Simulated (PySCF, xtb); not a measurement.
Sn(Br)(OMe) (CH₃BrOSn), SMILES C[O][Sn][Br] (connectivity only; charge and spin as stated), neutral, multiplicity 1. Other conformers were not sampled.

Harmonic wavenumbers (cm⁻¹) from xtb 6.7.1 with GFN2-xTB at its own minimum, in rising order: 43, 74, 155, 177, 239, 349, 1075, 1132, 1137, 1413, 1481, 1482, 2935, 2942, 2953.

Problem. What does PBE0-D3(BJ)/def2-SVP in PySCF 2.14.0 give at its own minimum? (The exact figures need the calculation; the answer reports its results.)

Solution. 89, 109, 141, 229, 261, 523, 1155, 1169, 1186, 1461, 1469, 1471, 3005, 3094, 3097. Paired by order, the mean absolute difference is 63 cm⁻¹ and the zero-point energies are 25.1 and 26.4 kcal/mol.
